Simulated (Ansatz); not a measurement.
A structure relaxed at PBE0-D4/def2-TZVP, charge 0, multiplicity 1:

Cartesian coordinates in Å:
```
S 0.203 1.332 1.075
In 0.228 -0.396 -0.576
H -0.922 0.897 1.665
H -1.055 -1.527 -0.502
H 1.545 -0.305 -1.662
```

(1) Give its formula and SMILES.

(2) Point group (tolerance 0.08 Å, 0.16 Å for H)?

(3) Summarise the bond lengths by kind.

## Answers

(1) H3InS, `[SH][InH2]`.

(2) Cs.

(3) 1 × In–S 2.389 Å; 1 × H–S 1.343 Å; 2 × H–In 1.710 to 1.712 Å.

All numbers were calculated with Ansatz.
